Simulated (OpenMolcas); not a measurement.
Lines of Kr6+: computed and rescaled rates

```
Program             : OpenMolcas 26.06
Method              : MS-RASPT2, IPEA 0.25 Eh, imaginary shift 0.1 Eh (closed shells correlated: 3d)
Basis               : ANO-RCC-VQZP [7s6p4d2f1g]
Scalar Hamiltonian  : DKH2, point nucleus
Active space        : 2 electrons in 9 orbitals (RAS2 4s 4p; RAS3 4d, at most 2 electrons)
State averaging     : 2S+1 = 3 even, 3 roots; 2S+1 = 1 even, 7 roots; 2S+1 = 3 odd, 3 roots; 2S+1 = 1 odd, 3 roots
Spin-orbit coupling : RASSI with atomic mean-field integrals over the reference wave functions, term energies averaged over their components
```

Rates come from the transition moments of the reference wave functions (E1 and E2 in the length form). At fixed line strength A goes as λ^-3 for E1 and M1 and as λ^-5 for E2, so a rate at the computed wavelength can be rescaled to the measured one. Measured vacuum wavelengths follow from level energies in Saloman, J. Phys. Chem. Ref. Data 36, 215 (2007). Branching counts decays inside the model space alone, at computed energies, and the table is only a selection of the E1 lines, drawn from those between levels with measured partners whose computed energy lies within a factor of 1.5 of the measured one.

```csv
Upper,Lower,Type,λ computed (nm),λ measured (nm),A computed (s-1),A rescaled (s-1),Branching %
4p2 1D2 [73 %],4s 4p 1P* 1,E1,94.42,91.84,7.51e+08,8.16e+08,21.4
4p2 3P2 [73 %],4s 4p 1P* 1,E1,87.96,85.21,4.45e+08,,5.5
4p2 1D2 [73 %],4s 4p 3P* 2,E1,64.89,65.29,1.87e+09,,53.2
4p2 3P1,4s 4p 3P* 2,E1,64.74,65.42,3.84e+09,3.72e+09,38.5
4p2 3P0,4s 4p 3P* 1,E1,63.97,64.58,9.49e+09,9.22e+09,99.7
4p2 1D2 [73 %],4s 4p 3P* 1,E1,62.58,62.65,8.95e+08,,25.5
4p2 3P1,4s 4p 3P* 1,E1,62.45,62.77,2.55e+09,2.51e+09,25.6
4p2 3P2 [73 %],4s 4p 3P* 2,E1,61.77,61.87,5.79e+09,5.76e+09,71.0
4p2 3P1,4s 4p 3P* 0,E1,61.5,61.72,3.58e+09,3.54e+09,35.9
4p2 3P2 [73 %],4s 4p 3P* 1,E1,59.68,59.49,1.91e+09,1.93e+09,23.5
```

Spin-changing lines and M1 lines between different terms are not rescaled, since their strength hangs on the term gaps too.

The largest correction is for 4p2 1D2 [73 %] → 4s 4p 1P* 1 (E1): 7.51e+08 × (94.42 / 91.84)^3 = 8.16e+08 s-1, a factor of 1.09.

The computed rate and branching of 4p2 3P0 → 4s 4p 3P* 1 give the upper level a radiative lifetime of 0.997 / 9.49e+09 s-1 = 1.05e-10 s, counting decays inside the model space alone. The rescaled rate gives about 1.1e-10 s.

The computed order of these levels differs from the measured one in 1 place, and where term gaps are wrong the rates of spin-changing lines can be off by large factors.

No measured rate stands beside these. Rescaling mends the energy factor alone: line strengths can still be far off where a level mixes with configurations outside the active space, and weak or spin-changing lines hang on small mixing coefficients that depend on the term gaps too, so rescaling need not improve them.

Active for correlation alone: 4d; no level in the range computed is led by a configuration that fills it, so any true level of that kind is missing. Some terms mix strongly with configurations of 4d, whose occupation reaches 0.16 (4p2 1D). Computed and measured levels are paired by configuration, term and J; levels that our copy of the source lacks, or whose pairing is in doubt (as where it misses far off the trend of its configuration), stay unpaired. Levels of configurations outside the active space are missing.

A share in square brackets marks a mixed level and gives the weight of the term that names it. * marks odd parity.
